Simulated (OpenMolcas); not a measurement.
Mo3+ among 8 point charges of -1.2 e arranged as a cube (Oh).

```yaml
Program: OpenMolcas 26.06
Method: "SS-CASPT2, IPEA 0.25 Eh, imaginary shift 0.1 Eh (closed shells correlated: 4s 4p)"
Basis: ANO-RCC-VDZP [6s5p3d1f]
Scalar_Hamiltonian: DKH2, point nucleus
Active_space: 3 electrons in 5 orbitals (4d)
State_averaging: 2S+1 = 4 even, 10 roots; 2S+1 = 2 even, 40 roots
Spin-orbit_coupling: state interaction with AMFI integrals over the reference wave functions
```

All point charges move together. At R = 2.05 Å the first state of the same spin is 6940 cm-1, and at R = 2.48 Å it is 2530 cm-1.

A third run gives 4430 cm-1. What distance was it run at?

With a power law R^-n the two known points give n = -ln(2530 / 6940) / ln(2.48 / 2.05) = 5.30. Then R = 2.05 × (6940 / 4430)^(1/5.30) = 2.231 Å. The run was at 2.23 Å, so the estimate is off by +0.001 Å.

Roots that are degenerate in the reference are averaged as groups; the widest CASPT2 spread within a group is 390 cm-1 (the 3-fold group of multiplicity 2 near 12000 cm-1 above the lowest state of its run, R = 2.23). Shifts and gaps below about the spread of the groups concerned are not significant. An orbital triplet at a regular site is open to Jahn-Teller coupling, which can distort the site and quench the lowest spin-orbit gaps and is left out. Point charges give a weaker field than real ligands, and real ions of this kind are as a rule low spin; the high spin found here belongs to the model. Free-ion shares, where given, are those of the reference states; single-state CASPT2 does not remix them. Point charges carry no covalency, so the field is a model and not that of real ligands. No measured value stands beside these numbers.
